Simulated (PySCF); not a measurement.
C₄H₁₅NSi₃, singlet, at a GFN2-xTB geometry; PySCF with DF-PBE0/STO-3G.

PySCF was given this input:
```python
from pyscf import gto, scf, dft

mol = gto.Mole()
mol.atom = '''
    N     2.558663   -1.104039   -0.052295
    Si    1.151756   -0.777232   -0.993753
    C     0.095763    0.481230   -0.021991
    Si    0.974781    2.175051    0.009332
    C    -0.180609    0.011733    1.411859
    C    -1.111221   -1.203347    1.385201
    Si   -2.351513   -0.791740    0.001935
    C    -1.282461    0.618056   -0.700577
    H     2.444040   -1.411896    0.899512
    H     3.300147   -1.628535   -0.485488
    H     0.351848   -1.964501   -1.353139
    H     1.661500   -0.189388   -2.235620
    H     0.121076    3.121370    0.743185
    H     2.269693    2.095435    0.684415
    H     1.145778    2.674124   -1.356598
    H     0.749592   -0.204607    1.943438
    H    -0.683938    0.815480    1.960745
    H    -1.564077   -1.365176    2.362677
    H    -0.543299   -2.103112    1.146243
    H    -3.641466   -0.321422    0.521946
    H    -2.573883   -1.903877   -0.926774
    H    -1.737674    1.579456   -0.444513
    H    -1.189139    0.603786   -1.786109
'''
mol.basis = 'sto-3g'
mol.charge = 0
mol.spin = 0
mol.verbose = 4
mol.build()

mf = dft.RKS(mol)
mf.xc = 'pbe0'
mf = mf.density_fit(auxbasis='def2-universal-jkfit')
mf.kernel()
```

Task: Predict the main parts of the log of this PySCF run.

Result: 
```
PySCF version 2.14.0

[INPUT] verbose = 4
[INPUT] num. atoms = 23
[INPUT] num. electrons = 88
[INPUT] charge = 0
[INPUT] spin (= nelec alpha-beta = 2S) = 0
[INPUT] symmetry False subgroup None
[INPUT] Mole.unit = angstrom
[INPUT] Symbol           X                Y                Z      unit          X                Y                Z       unit  Magmom
[INPUT]  1 N      2.558663000000  -1.104039000000  -0.052295000000 AA    4.835172315058  -2.086331340839  -0.098823227684 Bohr   0.0
[INPUT]  2 Si     1.151756000000  -0.777232000000  -0.993753000000 AA    2.176503402325  -1.468755615248  -1.877921005465 Bohr   0.0
[INPUT]  3 C      0.095763000000   0.481230000000  -0.021991000000 AA    0.180965842867   0.909392902924  -0.041556967205 Bohr   0.0
[INPUT]  4 Si     0.974781000000   2.175051000000   0.009332000000 AA    1.842069121430   4.110250696961   0.017634924194 Bohr   0.0
[INPUT]  5 C     -0.180609000000   0.011733000000   1.411859000000 AA   -0.341301545632   0.022172156620   2.668026836502 Bohr   0.0
[INPUT]  6 C     -1.111221000000  -1.203347000000   1.385201000000 AA   -2.099903353865  -2.273996262817   2.617650517474 Bohr   0.0
[INPUT]  7 Si    -2.351513000000  -0.791740000000   0.001935000000 AA   -4.443715548354  -1.496171761863   0.003656620051 Bohr   0.0
[INPUT]  8 C     -1.282461000000   0.618056000000  -0.700577000000 AA   -2.423500055436   1.167956569644  -1.323898659169 Bohr   0.0
[INPUT]  9 H      2.444040000000  -1.411896000000   0.899512000000 AA    4.618566237482  -2.668096756369   1.699831325760 Bohr   0.0
[INPUT] 10 H      3.300147000000  -1.628535000000  -0.485488000000 AA    6.236374000805  -3.077485134269  -0.917439356763 Bohr   0.0
[INPUT] 11 H      0.351848000000  -1.964501000000  -1.353139000000 AA    0.664896357476  -3.712368861434  -2.557062118468 Bohr   0.0
[INPUT] 12 H      1.661500000000  -0.189388000000  -2.235620000000 AA    3.139779955965  -0.357891451279  -4.224709518600 Bohr   0.0
[INPUT] 13 H      0.121076000000   3.121370000000   0.743185000000 AA    0.228800480258   5.898534433434   1.404416109885 Bohr   0.0
[INPUT] 14 H      2.269693000000   2.095435000000   0.684415000000 AA    4.289098156842   3.959798261828   1.293356905544 Bohr   0.0
[INPUT] 15 H      1.145778000000   2.674124000000  -1.356598000000 AA    2.165206619552   5.053361983126  -2.563598681133 Bohr   0.0
[INPUT] 16 H      0.749592000000  -0.204607000000   1.943438000000 AA    1.416523585165  -0.386651193169   3.672565560072 Bohr   0.0
[INPUT] 17 H     -0.683938000000   0.815480000000   1.960745000000 AA   -1.292455506183   1.541033860060   3.705271050110 Bohr   0.0
[INPUT] 18 H     -1.564077000000  -1.365176000000   2.362677000000 AA   -2.955677167731  -2.579808751829   4.464812450809 Bohr   0.0
[INPUT] 19 H     -0.543299000000  -2.103112000000   1.146243000000 AA   -1.026686313750  -3.974305689286   2.166085342200 Bohr   0.0
[INPUT] 20 H     -3.641466000000  -0.321422000000   0.521946000000 AA   -6.881373431915  -0.607399550410   0.986334991812 Bohr   0.0
[INPUT] 21 H     -2.573883000000  -1.903877000000  -0.926774000000 AA   -4.863933946674  -3.597806104859  -1.751349039368 Bohr   0.0
[INPUT] 22 H     -1.737674000000   1.579456000000  -0.444513000000 AA   -3.283727953777   2.984739265801  -0.840007828809 Bohr   0.0
[INPUT] 23 H     -1.189139000000   0.603786000000  -1.786109000000 AA   -2.247147034039   1.140990177847  -3.375256838621 Bohr   0.0

nuclear repulsion = 658.003569693115
number of shells = 45
number of NR pGTOs = 201
number of NR cGTOs = 67
basis = sto-3g
ecp = {}

******** <class 'pyscf.df.df_jk.DFRKS'> ********
method = DFRKS
initial guess = minao
damping factor = 0
level_shift factor = 0
DIIS = <class 'pyscf.scf.diis.CDIIS'>
diis_start_cycle = 1
diis_space = 8
diis_damp = 0
SCF conv_tol = 1e-09
SCF conv_tol_grad = None
SCF max_cycles = 50
direct_scf = False
XC library pyscf.dft.libxc version 7.1.2
    S. Lehtola, C. Steigemann, M. J. T. Oliveira, and M. A. L. Marques,  SoftwareX 7, 1–5 (2018)
XC functionals = pbe0
    C. Adamo and V. Barone,  J. Chem. Phys. 110, 6158 (1999)
    M. Ernzerhof and G. E. Scuseria,  J. Chem. Phys. 110, 5029 (1999)
radial grids:
    Treutler-Ahlrichs [JCP 102, 346 (1995); DOI:10.1063/1.469408] (M4) radial grids

becke partition: Becke, JCP 88, 2547 (1988); DOI:10.1063/1.454033
pruning grids: <function nwchem_prune>
grids dens level: 3
symmetrized grids: False
atomic radii adjust function: <function treutler_atomic_radii_adjust>
small_rho_cutoff = 0
Set gradient conv threshold to 3.16228e-05
Initial guess from minao.
tot grids = 275040
******** <class 'pyscf.df.df.DF'> ********
auxbasis = def2-universal-jkfit
init E= -1071.6341593735
  HOMO = -0.31923004821944  LUMO = 0.105859676061527  gap/eV = 11.56728
cycle= 1 E= -1071.38500837235  delta_E= 0.249  |g|= 0.537  |ddm|= 5.64
  HOMO = -0.00934904959405247  LUMO = 0.298400844818746  gap/eV = 8.37430
cycle= 2 E= -1071.40001537432  delta_E= -0.015  |g|= 0.501  |ddm|= 1.44
  HOMO = -0.129405331437964  LUMO = 0.274138071410694  gap/eV = 10.98098
cycle= 3 E= -1071.47842973  delta_E= -0.0784  |g|= 0.0344  |ddm|= 0.736
  HOMO = -0.131701014315912  LUMO = 0.277682141265373  gap/eV = 11.13988
cycle= 4 E= -1071.47874997687  delta_E= -0.00032  |g|= 0.0163  |ddm|= 0.0712
  HOMO = -0.129535825847448  LUMO = 0.276683603516619  gap/eV = 11.05379
cycle= 5 E= -1071.4788303672  delta_E= -8.04e-05  |g|= 0.00217  |ddm|= 0.0245
  HOMO = -0.129911493779322  LUMO = 0.276590670669138  gap/eV = 11.06149
cycle= 6 E= -1071.47883214687  delta_E= -1.78e-06  |g|= 0.000363  |ddm|= 0.00429
  HOMO = -0.129896978786591  LUMO = 0.276635586994224  gap/eV = 11.06231
cycle= 7 E= -1071.47883219453  delta_E= -4.77e-08  |g|= 7.2e-05  |ddm|= 0.000667
  HOMO = -0.129887958195144  LUMO = 0.276634514488002  gap/eV = 11.06204
cycle= 8 E= -1071.47883219619  delta_E= -1.66e-09  |g|= 2.04e-05  |ddm|= 0.000129
  HOMO = -0.129890351282053  LUMO = 0.276633980135592  gap/eV = 11.06209
cycle= 9 E= -1071.47883219632  delta_E= -1.29e-10  |g|= 2.78e-06  |ddm|= 3.22e-05
  HOMO = -0.129889251239196  LUMO = 0.276633949476339  gap/eV = 11.06206
Extra cycle  E= -1071.47883219633  delta_E= -5.91e-12  |g|= 1.99e-06  |ddm|= 7.61e-06
converged SCF energy = -1071.47883219633
```
